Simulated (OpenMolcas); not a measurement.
Cu III: the spin-orbit constant, worked from levels

| Quantity | Value |
| --- | --- |
| Program | OpenMolcas |
| Basis | ANO-RCC-VDZP [5s4p2d1f] |
| Scalar Hamiltonian | DKH2, point nucleus |
| Active space | 9 electrons in 6 orbitals (3d 4s) |
| State averaging | 2S+1 = 2 even, 29 roots; 2S+1 = 4 even, 10 roots kept (CI in the orbitals of an earlier block) |
| Spin-orbit coupling | state interaction with AMFI integrals over the reference wave functions, term energies averaged over their components |

Methods: CASSCF; MS-CASPT2, IPEA 0.25 Eh, imaginary shift 0.1 Eh (closed shells correlated: 3s 3p). Measured levels: Sugar and Musgrove, J. Phys. Chem. Ref. Data 19, 527 (1990).

**The spin-orbit constant.** For the Hund term ²D of d9, E(J) = (A/2) J(J+1) + constant and ζ = -2S·A = -A. From J = 3/2 to J = 5/2 the energy changes by 2.5 A.

| Source | E(5/2) - E(3/2) | A | ζ |
| --- | --- | --- | --- |
| CASSCF | -2294.0 | -917.6 | 918 |
| MS-CASPT2 | -2294.1 | -917.6 | 918 |
| measured | -2071.7 | -828.7 | 829 |

All in cm-1. MS-CASPT2 is off by +10.7 % and CASSCF by +10.7 %. Both methods take the spin-orbit matrix elements from the reference wave functions, so the second can move ζ only through the term energies and any multistate remixing.

Without dynamic correlation excited terms often stand tens of per cent too high (terms of higher spin than the ground term too low), and those without a measured partner can miss by more than the paired ones (holds for CASSCF). Computed and measured levels are paired by configuration, term and J; levels that our copy of the source lacks, or whose pairing is in doubt (as where it misses far off the trend of its configuration), stay unpaired and out of the deviations. Only configurations of the active space appear.
